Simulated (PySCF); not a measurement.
`C=C1[C@H](Cl)[C@H]1[O][GeH3]`, C4H7ClGeO

Molfile (atoms numbered from 1):
```
C4H7ClGeO
     RDKit          3D

 14 14  0  0  0  0  0  0  0  0999 V2000
   -1.4272   -1.4751   -0.2609 C   0  0  0  0  0  0  0  0  0  0  0  0
   -1.0412   -0.2254   -0.1919 C   0  0  0  0  0  0  0  0  0  0  0  0
   -1.0650    1.0513    0.5272 C   0  0  2  0  0  0  0  0  0  0  0  0
   -2.5080    2.0584    0.4696 Cl  0  0  0  0  0  0  0  0  0  0  0  0
   -0.2330    0.8761   -0.7303 C   0  0  1  0  0  0  0  0  0  0  0  0
    1.1489    0.8867   -0.6651 O   0  0  0  0  0  0  0  0  0  0  0  0
    2.1627   -0.2286    0.2357 Ge  0  0  0  0  0  4  0  0  0  0  0  0
   -2.1132   -1.8967    0.4569 H   0  0  0  0  0  0  0  0  0  0  0  0
   -1.0853   -2.1230   -1.0528 H   0  0  0  0  0  0  0  0  0  0  0  0
   -0.5598    1.1412    1.4815 H   0  0  0  0  0  0  0  0  0  0  0  0
   -0.5816    1.3805   -1.6276 H   0  0  0  0  0  0  0  0  0  0  0  0
    1.9836   -1.6260   -0.2833 H   0  0  0  0  0  0  0  0  0  0  0  0
    3.4894    0.3607   -0.0827 H   0  0  0  0  0  0  0  0  0  0  0  0
    1.8292   -0.1806    1.7015 H   0  0  0  0  0  0  0  0  0  0  0  0
  1  2  2  0
  2  3  1  0
  3  4  1  0
  3  5  1  0
  5  6  1  0
  6  7  1  0
  5  2  1  0
  1  8  1  0
  1  9  1  0
  3 10  1  1
  5 11  1  6
  7 12  1  0
  7 13  1  0
  7 14  1  0
M  END
```

The calculation used TDDFT CAM-B3LYP/def2-SVPD circular dichroism and optical rotation, one conformer, gas phase in PySCF. Geometry: GFN2-xTB.

The molecule is flexible and this is one conformer; a measurement averages over conformers. The calculation is non-relativistic, which matters for the atoms heavier than Zn.

Task: Draw the ECD and absorption spectra from the lowest 8 states, each a Gaussian of half-width 0.3 eV at 1/e height.

Result: 
| E (eV) | λ (nm) | Δε (L mol⁻¹ cm⁻¹) | ε (L mol⁻¹ cm⁻¹) |
| --- | --- | --- | --- |
| 4.67 | 266 | -0.48 | 24.5 |
| 4.82 | 257 | -2.01 | 102 |
| 4.97 | 250 | -5.23 | 257 |
| 5.12 | 242 | -8.88 | 405 |
| 5.27 | 235 | -11.05 | 420 |
| 5.42 | 229 | -11.47 | 320 |
| 5.57 | 223 | -9.82 | 204 |
| 5.72 | 217 | -6.04 | 107 |
| 5.87 | 211 | -2.39 | 42.1 |
| 6.02 | 206 | -0.43 | 36.3 |
| 6.17 | 201 | +1.02 | 227 |
| 6.32 | 196 | +4.01 | 1240 |
| 6.47 | 192 | +6.54 | 4430 |
| 6.62 | 187 | -1.28 | 10400 |
| 6.77 | 183 | -21.04 | 15900 |
| 6.92 | 179 | -31.46 | 15700 |
| 7.07 | 175 | -20.91 | 10300 |
| 7.22 | 172 | -5.85 | 5200 |

Δε uses R in velocity form, ε uses f in length form. Only the states computed contribute, so the short-wavelength end is incomplete.
